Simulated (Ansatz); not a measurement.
Cost and result for the atomization energy of C$_{3}$H$_{10}$B$_{2}$ (`BB(C)CC`) (15 atoms, 14 bonds).

```xyz
15

B     0.6108    0.1860    1.7270
B     0.5086    0.3337    0.0829
C     1.4497    1.3378   -0.6836
C    -0.5126   -0.5091   -0.7675
C    -1.6637   -1.1982   -0.0451
H     0.0166    0.9079    2.4815
H     1.2999   -0.6469    2.2524
H     1.6207    1.0548   -1.7267
H     2.4093    1.5490   -0.2067
H     0.9038    2.2927   -0.7077
H    -0.8790    0.0913   -1.6107
H     0.1331   -1.2651   -1.2471
H    -2.3290   -0.4689    0.4243
H    -2.2716   -1.8066   -0.7197
H    -1.2966   -1.8584    0.7466
```

Total charge 0; spin multiplicity 1. All single points use the PBE0-D4/def2-TZVP geometry. It is one conformer, not always the lowest. Program: Ansatz. All runs use 4 threads of an Arm Neoverse V1 on a shared host. Times are those of one run each, without the atoms' runs, and a repeat can differ threefold. Electronic energies, without spin–orbit coupling; frozen cores. CCSD(T)/CBS adds CCSD(T) − MP2 in def2-TZVPP to the MP2 limit, and its time is that of the two runs behind it. T1 = 0.010. B3LYP takes the VWN-RPA correlation (the form of Gaussian; ORCA's B3LYP/G).

CCSD(T)/CBS is a level of theory with its own doubt, some kJ/mol a heavy atom from the limit and from the frozen cores, so smaller differences don't rank the functionals.

```csv
level,functions,wall time
PBE-D4/def2-TZVPP (with forces),295,4.2 s
PBE0-D4/def2-TZVPP,295,4.7 s
r2SCAN-D4/def2-TZVPP (with forces),295,7 s
B3LYP-D4/def2-TZVPP (with forces),295,9 s
B2PLYP/def2-TZVPP,295,12 s
ωB97X-V/def2-TZVPP,295,12 s
ωB97M-V/def2-TZVPP (with forces),295,19 s
MP2/def2-QZVPP,585,55 s
CCSD(T)/def2-TZVPP,295,16 min
CCSD(T)/CBS(def2),–,17 min
```

(1) What atomization energy does each give, and how far from CCSD(T)/CBS? (Estimate.)

Results:

(1) Ansatz gave: 
| level | atomization (kcal/mol) | difference from CCSD(T)/CBS | per bond |
| --- | --- | --- | --- |
| PBE-D4/def2-TZVPP (with forces) | 1377.0 | 26.3 | 1.9 |
| PBE0-D4/def2-TZVPP | 1366.7 | 16.0 | 1.1 |
| r2SCAN-D4/def2-TZVPP (with forces) | 1364.8 | 14.1 | 1.0 |
| B3LYP-D4/def2-TZVPP (with forces) | 1362.5 | 11.8 | 0.8 |
| B2PLYP/def2-TZVPP | 1346.6 | -4.1 | -0.3 |
| ωB97X-V/def2-TZVPP | 1358.9 | 8.2 | 0.6 |
| ωB97M-V/def2-TZVPP (with forces) | 1361.4 | 10.7 | 0.8 |
| MP2/def2-QZVPP | 1350.8 | 0.1 | 0.0 |
| CCSD(T)/def2-TZVPP | 1325.0 | -25.7 | -1.8 |
| CCSD(T)/CBS(def2) | 1350.7 | 0.0 | 0.0 |

From PBE to PBE0 (25 % exact exchange), in def2-TZVPP and without D4, the atomization energy moves by −9.4 kcal/mol: exact exchange takes away binding that semilocal exchange gives to molecules. The D4 term adds +9.6 kcal/mol with B3LYP and +5.1 kcal/mol with PBE0; it sums over pairs of atoms, weighted by their polarisabilities, and B3LYP, whose exchange is more repulsive, gets the larger term. In def2-TZVPP, CCSD(T) changes the Hartree–Fock value by +267.7 kcal/mol (the triples alone add +13.0 kcal/mol) and MP2 by +278.5 kcal/mol; breaking electron pairs costs correlation energy, which Hartree–Fock lacks.
